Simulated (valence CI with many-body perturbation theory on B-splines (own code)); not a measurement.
**E1 transitions of Lu LXVI**

Method: configuration interaction combined with many-body perturbation theory (CI+MBPT): four valence electrons over a frozen Dirac-Fock core [He], radial functions for each j: 11 s, 11 p, 10 d, 8 f, 5 g, 2 h, with the one-electron correlation potential Σ1, the two-electron term Σ2, the three-electron term Σ3, Breit, model QED; selected CI, second order for the rest, scaled by the run's own slope (own B-spline code, finite nucleus).

The last digits are not significant, and no measured levels were compared; by estimate large intervals hold to a few tenths of a per cent, small ones and those within an open d or f shell to about a per cent. Among the levels kept, up to 1100 cm⁻¹ of a level comes from second order outside the variational space, and about a tenth of that is noise between levels of different J, which matters for small intervals.

Lines 151 to 200 of 572 in falling wavelength, among levels below 12964 eV, chosen from the strongest by gf and those to the six lowest levels. Wavelengths and rates use the calculated energies. Electric multipoles are in the length gauge with retardation, E1 and E2 with the static RPA response of the core. Weak lines are less certain than strong ones. Lines between different terms over intervals too small for the method are left out, as are lines whose strength nearly cancels. The highest levels of a list are the least certain.

Levels are named by their leading jj configuration (3d3/2^4 stands for four electrons in 3d with j = 3/2), which in mixed levels can hold well under half, so a name can repeat and another be missing. Letters in brackets count levels of one name in rising energy.

```tsv
λ vac (Å)	Upper	Lower	A (s⁻¹)	S (a.u.) with core polarisation	S without
8.814	(2s 2p3/2^2 3p3/2) J=4	(2s^2 2p3/2 3p3/2) J=3	1.62e+12	4.91e-03	4.92e-03
8.811	(2s 2p3/2^2 3s) J=3	(2s^2 2p3/2 3s) J=2	1.87e+12	4.42e-03	4.42e-03
8.784	(2p1/2 2p3/2^2 3p3/2) J=2 [a]	(2s 2p1/2 2p3/2 3p3/2) J=1 [c]	2.31e+12	3.86e-03	3.87e-03
8.783	(2s 2p3/2^2 3d3/2) J=4	(2s^2 2p3/2 3d3/2) J=3	1.56e+12	4.70e-03	4.71e-03
8.768	(2s 2p3/2^2 3p1/2) J=3	(2s^2 2p3/2 3p1/2) J=2	1.74e+12	4.05e-03	4.06e-03
8.730	(2s 2p1/2 2p3/2^2) J=2 [a]	(2s^2 2p1/2 2p3/2) J=1	1.90e+12	3.12e-03	3.13e-03
8.689	(2p1/2 2p3/2^2 3p3/2) J=3 [a]	(2s 2p1/2 2p3/2 3p3/2) J=2 [c]	4.38e+12	9.94e-03	9.95e-03
8.671	(2p1/2 2p3/2^2 3s) J=2 [a]	(2s 2p1/2 2p3/2 3s) J=1 [c]	3.53e+12	5.68e-03	5.69e-03
8.657	(2p1/2 2p3/2^2 3p3/2) J=3 [b]	(2s 2p1/2 2p3/2 3p3/2) J=2 [d]	3.02e+12	6.78e-03	6.79e-03
8.605	(2p1/2 2p3/2^2 3p1/2) J=2 [a]	(2s 2p1/2 2p3/2 3p1/2) J=1 [b]	4.14e+12	6.50e-03	6.51e-03
8.576	(2s 2p1/2 2p3/2^2) J=3	(2s^2 2p1/2 2p3/2) J=2	1.83e+12	3.98e-03	3.99e-03
8.570	(2p1/2 2p3/2^2 3d3/2) J=3 [b]	(2s 2p1/2 2p3/2 3d3/2) J=2 [d]	3.94e+12	8.57e-03	8.58e-03
8.562	(2p1/2 2p3/2^2 3s) J=3	(2s 2p1/2 2p3/2 3s) J=2 [c]	4.68e+12	1.02e-02	1.02e-02
8.556	(2p1/2 2p3/2^2 3p3/2) J=4	(2s 2p1/2 2p3/2 3p3/2) J=3 [c]	5.62e+12	1.56e-02	1.57e-02
8.546	(2p1/2 2p3/2^2 3p1/2) J=2 [b]	(2s 2p1/2 2p3/2 3p1/2) J=1 [c]	5.28e+12	8.14e-03	8.15e-03
8.540	(2p1/2 2p3/2^2 3d3/2) J=3 [a]	(2s 2p1/2 2p3/2 3d3/2) J=2 [c]	2.03e+12	4.37e-03	4.38e-03
8.533	(2s 2p3/2^2 3p3/2) J=2 [a]	(2s^2 2p3/2 3p3/2) J=1	2.32e+12	3.56e-03	3.56e-03
8.524	(2p1/2 2p3/2^2 3p1/2) J=3	(2s 2p1/2 2p3/2 3p1/2) J=2 [c]	5.30e+12	1.13e-02	1.14e-02
8.520	(2p1/2 2p3/2^2 3d3/2) J=4	(2s 2p1/2 2p3/2 3d3/2) J=3 [c]	4.71e+12	1.29e-02	1.30e-02
8.447	(2p1/2 2p3/2^2 3s) J=2 [b]	(2s 2p1/2 2p3/2 3s) J=1 [b]	3.52e+12	5.24e-03	5.24e-03
8.434	(2p1/2 2p3/2^2 3p3/2) J=2 [b]	(2s 2p1/2 2p3/2 3p3/2) J=1 [d]	5.02e+12	7.44e-03	7.45e-03
8.386	(2s 2p3/2^3) J=2	(2s^2 2p3/2^2) J=2	6.27e+12	9.13e-03	9.14e-03
8.342	(2p1/2^2 2p3/2^2) J=2	(2s 2p1/2^2 2p3/2) J=1	5.65e+12	8.09e-03	8.10e-03
8.341	(2s 2p3/2^2 3p3/2) J=3 [b]	(2s^2 2p3/2 3p3/2) J=2	2.61e+12	5.23e-03	5.24e-03
8.336	(2s 2p3/2^2 3d5/2) J=4 [b]	(2s^2 2p3/2 3d5/2) J=3	2.58e+12	6.64e-03	6.65e-03
8.330	(2p1/2 2p3/2^3) J=1	(2s 2p1/2 2p3/2^2) J=1 [a]	8.47e+12	7.25e-03	7.26e-03
8.321	(2p1/2^2 2p3/2 3s) J=1	(2s 2p1/2^2 3s) J=0	3.96e+12	3.37e-03	3.38e-03
8.317	(2s 2p1/2 2p3/2 3d5/2) J=3 [c]	(2s^2 2p1/2 3d5/2) J=2	7.08e+12	1.41e-02	1.41e-02
8.313	(2s 2p1/2 2p3/2 3p3/2) J=2 [c]	(2s^2 2p1/2 3p3/2) J=1	7.15e+12	1.01e-02	1.02e-02
8.307	(2s 2p1/2 2p3/2 3d5/2) J=4 [c]	(2s^2 2p1/2 3d5/2) J=3	6.85e+12	1.75e-02	1.75e-02
8.306	(2s 2p1/2 2p3/2 3d3/2) J=2 [c]	(2s^2 2p1/2 3d3/2) J=2	5.06e+12	7.16e-03	7.17e-03
8.303	(2s 2p3/2^2 3d5/2) J=2 [b]	(2s^2 2p3/2 3d5/2) J=1	3.58e+12	5.06e-03	5.07e-03
8.293	(2s 2p1/2 2p3/2 3p3/2) J=3 [c]	(2s^2 2p1/2 3p3/2) J=2	7.31e+12	1.44e-02	1.44e-02
8.285	(2s 2p3/2^2 3d5/2) J=3 [c]	(2s^2 2p3/2 3d5/2) J=3	4.81e+12	9.45e-03	9.47e-03
8.285	(2s 2p3/2^2 3d5/2) J=1 [b]	(2s^2 2p3/2 3d5/2) J=1	4.16e+12	3.50e-03	3.51e-03
8.284	(2p1/2^2 2p3/2 3d5/2) J=2	(2s 2p1/2^2 3d5/2) J=2	4.28e+12	6.01e-03	6.01e-03
8.282	(2p1/2 2p3/2^2 3p3/2) J=1 [c]	(2s 2p1/2 2p3/2 3p3/2) J=1 [c]	4.37e+12	3.68e-03	3.68e-03
8.282	(2p1/2^2 2p3/2 3p3/2) J=1	(2s 2p1/2^2 3p3/2) J=1	5.13e+12	4.32e-03	4.32e-03
8.281	(2p1/2 2p3/2^3) J=2	(2s 2p1/2 2p3/2^2) J=2 [b]	1.13e+13	1.58e-02	1.58e-02
8.273	(2p3/2^4) J=0	(2s 2p3/2^3) J=1	2.54e+13	7.09e-03	7.10e-03
8.265	(2s 2p3/2^2 3p3/2) J=2 [c]	(2s^2 2p3/2 3p3/2) J=2	7.09e+12	9.88e-03	9.89e-03
8.261	(2s 2p3/2^3) J=1	(2s^2 2p3/2^2) J=0	3.98e+12	3.32e-03	3.33e-03
8.259	(2p1/2 2p3/2^2 3p3/2) J=3 [b]	(2s 2p1/2 2p3/2 3p3/2) J=3 [b]	4.36e+12	8.49e-03	8.50e-03
8.258	(2s 2p1/2 2p3/2 3d3/2) J=1 [c]	(2s^2 2p1/2 3d3/2) J=2	5.59e+12	4.66e-03	4.67e-03
8.258	(2p1/2 2p3/2^2 3p3/2) J=2 [c]	(2s 2p1/2 2p3/2 3p3/2) J=2 [d]	5.96e+12	8.28e-03	8.29e-03
8.257	(2p1/2^2 2p3/2 3p3/2) J=3	(2s 2p1/2^2 3p3/2) J=2	5.73e+12	1.11e-02	1.12e-02
8.256	(2p1/2^2 2p3/2 3d5/2) J=4	(2s 2p1/2^2 3d5/2) J=3	5.11e+12	1.28e-02	1.28e-02
8.254	(2s 2p1/2 2p3/2 3d3/2) J=2 [d]	(2s^2 2p1/2 3d3/2) J=1	7.00e+12	9.72e-03	9.73e-03
8.252	(2s 2p1/2 2p3/2 3p1/2) J=1 [b]	(2s^2 2p1/2 3p1/2) J=1	8.60e+12	7.16e-03	7.17e-03
8.252	(2s 2p1/2 2p3/2 3s) J=1 [b]	(2s^2 2p1/2 3s) J=1	7.28e+12	6.06e-03	6.07e-03
```
